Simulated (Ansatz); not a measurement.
**Worked example: CH8GaN → CH5N + GaH3**

Species: CH8GaN `C[NH2+][GaH3-]`, singlet; CH5N (methylamine) `CN`, singlet; GaH3 `[GaH3]`, singlet. 

Shapes, held fixed at every level: PBE0-D4/def2-TZVP. Programs: Ansatz 0.2.0. The zero-point and thermal change to 298 K, harmonic and unscaled (PBE0-D4/def2-TZVP), is -9.8 kJ/mol.

At CCSD(T)/def2-TZVPP; 1 Eh = 2625.50 kJ/mol:

| species | energy (Eh) |
| --- | --- |
| CH8GaN | -2020.972742 |
| CH5N | -95.699696 |
| GaH3 | -1925.228007 |

Question: Work out ΔH(298 K) of the reaction at this level.

Answer: 
1. Products less reactants: (-95.699696) + (-1925.228007) − [(-2020.972742)] = 0.045039 Eh = +118.2 kJ/mol.
2. With the thermal change: +118.2 + (-9.8) = +108.4 kJ/mol.

Other levels give +89.0 (HF/def2-SVP) to +110.5 kJ/mol (r2SCAN0-D4/def2-TZVPP). No measured value is set beside it here. Relativity is left out for Ga unless named. Correlated rows may include outer-core shells of Ga, which these sets cover unevenly.
